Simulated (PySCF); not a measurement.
Compound: C₂H₁₁NOSi₂.
Structure used (PBE0-D3(BJ)/def2-SVP), in Å, numbered top down from 1:
```xyz
17
C2H11NOSi2 angstrom
N     -0.4650    1.9725    0.3847
Si    -1.5886    0.7146   -0.1407
C     -0.9334   -0.9844    0.3247
C      0.3031   -1.5023   -0.4226
Si     1.9325   -0.6114   -0.0820
O      1.9321    0.9473   -0.6405
H     -0.3302    2.0588    1.3903
H     -0.6404    2.9017    0.0078
H     -1.7166    0.8858   -1.6182
H     -2.9477    0.8702    0.4756
H     -0.7565   -0.9805    1.4169
H     -1.7901   -1.6686    0.1812
H      0.4751   -2.5643   -0.1669
H      0.1325   -1.4847   -1.5139
H      2.1691   -0.6778    1.4027
H      3.0350   -1.3367   -0.7766
H      1.1622    1.4605   -0.3060
```

Computed with PySCF at CAM-B3LYP/def2-SVPD, non-relativistic, on one gas-phase PBE0-D3(BJ)/def2-SVP geometry that isn't relaxed in the solvent. The solvent is an IEF-PCM continuum (cavity from Bondi-type radii × 1.2), and excitations are vertical TDDFT with non-equilibrium linear response and a frozen core. Only the electrostatic response of the medium enters.

Gas-phase singlets (H = HOMO, L = LUMO):

| state | E (eV) | λ (nm) | f | leading configurations |
| --- | --- | --- | --- | --- |
| S1 | 6.809 | 182 | 0.023 | H-1→L 66%, H→L 20% |
| S2 | 7.250 | 171 | 0.001 | H→L 56%, H-1→L 16% |
| S3 | 7.589 | 163 | 0.006 | H→L+1 78% |
| S4 | 7.897 | 157 | 0.046 | H-1→L+1 56%, H→L+3 13% |
| S5 | 7.995 | 155 | 0.012 | H-3→L 30%, H→L+4 21% |

Q: Give the list for chloroform (ε = 4.711), n² = 2.09.

A: 
```json
{"state": "S1", "E (eV)": "6.900", "λ (nm)": "180", "f": "0.035", "leading configurations": "H→L 55%, H-1→L 29%", "change by rank (eV)": "+0.091"}
{"state": "S2", "E (eV)": "7.369", "λ (nm)": "168", "f": "0.001", "leading configurations": "H-1→L 44%, H→L 24%", "change by rank (eV)": "+0.119"}
{"state": "S3", "E (eV)": "7.653", "λ (nm)": "162", "f": "0.012", "leading configurations": "H→L+1 71%", "change by rank (eV)": "+0.064"}
{"state": "S4", "E (eV)": "7.907", "λ (nm)": "157", "f": "0.077", "leading configurations": "H-1→L+1 50%, H→L+3 18%", "change by rank (eV)": "+0.010"}
{"state": "S5", "E (eV)": "8.085", "λ (nm)": "153", "f": "0.010", "leading configurations": "H-3→L 28%, H→L+4 11%", "change by rank (eV)": "+0.090"}
```

Q: How do the frontier levels move from gas to chloroform?

A: 
```tsv
orbital	gas (eV)	solvent (eV)	change (eV)
LUMO+2	1.77	1.88	+0.11
LUMO+1	1.27	1.49	+0.22
LUMO	0.74	1.06	+0.32
HOMO	-9.13	-9.06	+0.07
HOMO-1	-9.46	-9.30	+0.16
HOMO-2	-10.03	-10.10	-0.07
HOMO-3	-10.34	-10.11	+0.23
```

The HOMO–LUMO gap goes from 9.88 to 10.13 eV. Rows go by rank; for HOMO-1, HOMO and LUMO+2 the atom shares or the degeneracy differ between the runs, so the row needn't follow one orbital.

On Arm Neoverse N1, one thread, shared host with 64 logical CPUs at a one-minute load of 50, this took 70 s wall and 1.1 GiB of memory at its peak. This is the whole response run at CAM-B3LYP/def2-SVPD in chloroform, SCF included.
